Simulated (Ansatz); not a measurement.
Cost and result for the atomization energy of `FB[CH2][GaH][F]` (9 atoms, 8 bonds).

```xyz
9

F    -2.150   -0.672   -0.699
B    -1.372   -0.367    0.336
C    -0.255    0.675    0.180
Ga    1.437   -0.220   -0.283
F     1.949    0.093   -1.937
H    -1.570   -0.980    1.350
H    -0.034    1.171    1.130
H    -0.422    1.397   -0.622
H     2.416   -1.099    0.545
```

The species carries charge 0 and has multiplicity 1. Correlated methods include outer-core shells of Ga, which these sets cover unevenly. Scalar relativity is left out up to krypton. Geometry: relaxed with PBE0-D4/def2-TZVP. It is one conformer, not always the lowest. Program: Ansatz. All runs use 4 threads of an INTEL XEON PLATINUM 8581C on a shared host. Times are those of one run each, without the atoms' runs, and a repeat can differ threefold. Electronic energies, without spin–orbit coupling; frozen cores. CCSD(T)/CBS adds CCSD(T) − MP2 in def2-TZVPP to the MP2 limit, and its time is that of the two runs behind it. T1 = 0.014. With those shells the extrapolation isn't a true limit. B3LYP takes the VWN-RPA correlation (the form of Gaussian; ORCA's B3LYP/G).

CCSD(T)/CBS is a level of theory with its own doubt, some kJ/mol a heavy atom from the limit and from the frozen cores, so smaller differences don't rank the functionals.

```json
{"level": "revPBE-D4/def2-TZVPP", "functions": "228", "wall time": "1.3 s", "atomization (kcal/mol)": "783.0", "difference from CCSD(T)/CBS": "-9.7", "per bond": "-1.2"}
{"level": "PBE-D4/def2-TZVPP (with forces)", "functions": "228", "wall time": "1.5 s", "atomization (kcal/mol)": "805.0", "difference from CCSD(T)/CBS": "12.3", "per bond": "1.5"}
{"level": "CAM-B3LYP-D4/def2-TZVPP", "functions": "228", "wall time": "2.3 s", "atomization (kcal/mol)": "796.6", "difference from CCSD(T)/CBS": "3.9", "per bond": "0.5"}
{"level": "r2SCAN-D4/def2-TZVPP (with forces)", "functions": "228", "wall time": "2.5 s", "atomization (kcal/mol)": "798.4", "difference from CCSD(T)/CBS": "5.7", "per bond": "0.7"}
{"level": "B3LYP-D4/def2-TZVPP (with forces)", "functions": "228", "wall time": "2.8 s", "atomization (kcal/mol)": "788.1", "difference from CCSD(T)/CBS": "-4.6", "per bond": "-0.6"}
{"level": "B2PLYP/def2-TZVPP", "functions": "228", "wall time": "3.3 s", "atomization (kcal/mol)": "785.8", "difference from CCSD(T)/CBS": "-6.9", "per bond": "-0.9"}
{"level": "PBE-QIDH/def2-TZVPP", "functions": "228", "wall time": "3.5 s", "atomization (kcal/mol)": "791.3", "difference from CCSD(T)/CBS": "-1.4", "per bond": "-0.2"}
{"level": "B97M-V/def2-TZVPP", "functions": "228", "wall time": "4.5 s", "atomization (kcal/mol)": "795.9", "difference from CCSD(T)/CBS": "3.2", "per bond": "0.4"}
{"level": "CCSD(T)/def2-SVP", "functions": "108", "wall time": "4.7 s", "atomization (kcal/mol)": "758.2", "difference from CCSD(T)/CBS": "-34.5", "per bond": "-4.3"}
{"level": "ωB97M-V/def2-TZVPP (with forces)", "functions": "228", "wall time": "6.5 s", "atomization (kcal/mol)": "792.7", "difference from CCSD(T)/CBS": "0.0", "per bond": "0.0"}
{"level": "MP2/def2-QZVPP", "functions": "437", "wall time": "14 s", "atomization (kcal/mol)": "808.4", "difference from CCSD(T)/CBS": "15.7", "per bond": "2.0"}
{"level": "CCSD(T)/def2-TZVPP", "functions": "228", "wall time": "78 s", "atomization (kcal/mol)": "777.2", "difference from CCSD(T)/CBS": "-15.5", "per bond": "-1.9"}
{"level": "CCSD(T)/CBS(def2)", "functions": "–", "wall time": "91 s", "atomization (kcal/mol)": "792.7", "difference from CCSD(T)/CBS": "0.0", "per bond": "0.0"}
```

From BLYP to BHLYP (50 % exact exchange), in def2-TZVPP and without D4, the atomization energy moves by −16.4 kcal/mol: exact exchange takes away binding that semilocal exchange gives to molecules. At CCSD(T), def2-SVP lies −34.4 kcal/mol from the extrapolated value and def2-TZVPP −15.4 kcal/mol: correlation converges slowly with the basis, and small sets miss more of it in the bonded molecule than in its fragments. The D4 term adds +6.1 kcal/mol with B3LYP and +3.2 kcal/mol with PBE0; it sums over pairs of atoms, weighted by their polarisabilities, and B3LYP, whose exchange is more repulsive, gets the larger term.
